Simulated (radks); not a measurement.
The numbers below are computed, except where a source is named.
Task: The mean radii <r> (bohr) of the occupied orbitals of an atom or ion are listed with their occupations. Code: a radial shooting solver on a logarithmic mesh with Libxc functionals. Model: scalar-relativistic Kohn-Sham, LDA (Slater exchange, Perdew-Wang correlation), spin-unpolarised, spherical densities, finite nucleus; Fermi nuclear charge, rms radius of each element as measured or else 0.836 A^(1/3) + 0.57 fm.

| orbital | occ. | <r> |
|---|---|---|
| 1s | 2 | 0.08594 |
| 2s | 2 | 0.4155 |
| 2p | 6 | 0.3772 |
| 3s | 2 | 1.370 |
| 3p | 5 | 1.553 |

Name the element and its charge.

Result: Z = 18, argon, charge +1: Ar+ in [Ne] 3s2 3p5. The 1s radius gives Z: for a bare nucleus <r> = (2 gamma + 1)/(2Z) with gamma = sqrt(1 - (Z/c)^2), 0.08285 bohr for Z = 18, and screening makes it slightly larger (0.08594 here). The occupations add up to 17, and the charge is Z minus that.
